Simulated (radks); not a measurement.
Fractional charge and spin in the 3s shell of phosphorus: the spin-up occupation runs from 0 to 1 and the spin-down occupation from 0 to 1; the fullest corner is P3+, [Ne] 3s(up 1, down 1). Calculated with a radial shooting solver on a logarithmic mesh with Libxc functionals: scalar-relativistic Kohn-Sham, r2SCAN, spin-polarised, spherical densities, finite nucleus; meta-GGA in the generalised Kohn-Sham scheme; Fermi nuclear charge, rms radius of each element as measured or else 0.836 A^(1/3) + 0.57 fm. Energy (eV) minus the two flat planes that join the four corners (they meet along the diagonal where the two added fractions sum to one electron); zero is where a piecewise linear energy would lie.

down \ up       0    0.25     0.5    0.75       1
0           0.000  -0.767  -1.153  -0.922   0.000
0.25       -0.767  -0.652  -0.145   0.971  -0.785
0.5        -1.153  -0.145   1.266  -0.271  -1.135
0.75       -0.922   0.971  -0.271  -0.915  -0.894
1           0.000  -0.785  -1.135  -0.894   0.000

Corners above the fullest one (they belong to P4+ and the next ion): (up 1, down 0) 50.750 eV, (up 0, down 1) 50.750 eV, (up 0, down 0) 115.71 eV. With half an added electron in each spin the energy lies 1.266 eV from the planes (fractional-spin error, the static-correlation error of a stretched bond), and with half an added electron in spin up alone -1.153 eV (fractional-charge error). For a frontier s shell over closed shells the exact functional lies on the planes.
